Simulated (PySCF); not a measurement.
Species: C5H7N3.
Numbering: `[CH2:1]=[CH:2][c:3]1[cH:4][n:5][n:6][n:7]1[CH3:8]` (hydrogens: H9, H10 on C1; H11 on C2; H12 on C4; H13, H14, H15 on C8)

Geometry (PBE0-D3(BJ)/def2-SVP, Å), atoms numbered from 1 in this order:
```
atom  x, y, z in Å
C1    -2.2885   -1.0668    0.0476
C2    -0.9657   -0.8674    0.1036
C3    -0.3165    0.4292    0.1480
C4    -0.7841    1.7365    0.1588
N5     0.2707    2.5753    0.2053
N6     1.3628    1.8846    0.2254
N7     1.0349    0.5941    0.1933
C8     2.0698   -0.4059    0.2053
H9    -2.6996   -2.0776    0.0172
H10   -2.9996   -0.2364    0.0306
H11   -0.3039   -1.7395    0.1175
H12   -1.8088    2.1008    0.1357
H13    3.0260    0.1278    0.2478
H14    1.9778   -1.0576    1.0863
H15    2.0359   -1.0189   -0.7071
```

Computed at PBE0/pcSseg-1 (PySCF, non-relativistic), with Q(14N) = 0.02044 b: N5, 14N (I = 1): χzz = -5.320 MHz, η = 0.054; N6, 14N (I = 1): χzz = -4.770 MHz, η = 0.693; N7, 14N (I = 1): χzz = -2.948 MHz, η = 0.273.

(1) Find the zero-field quadrupole resonance frequencies of 14N at N5.

(2) Find the zero-field quadrupole resonance frequencies of 14N at N6.

(3) Where would the pure quadrupole (NQR) lines of 14N at N7 fall for the rigid, isolated species?

Results:

(1) From ν± = (3/4)|χ|(1 ± η/3) and ν0 = |χ|η/2: ν+ 4.062 MHz, ν− 3.919 MHz, ν0 0.143 MHz (pyridine-type nitrogen).

(2) From ν± = (3/4)|χ|(1 ± η/3) and ν0 = |χ|η/2: ν+ 4.404 MHz, ν− 2.751 MHz, ν0 1.653 MHz (pyridine-type nitrogen).

(3) From ν± = (3/4)|χ|(1 ± η/3) and ν0 = |χ|η/2: ν+ 2.412 MHz, ν− 2.010 MHz, ν0 0.402 MHz (pyrrole-type nitrogen).

In a crystal, neighbours and librations shift these lines. With so small a basis the couplings can be 20 % off.

One conformer stands for the species.
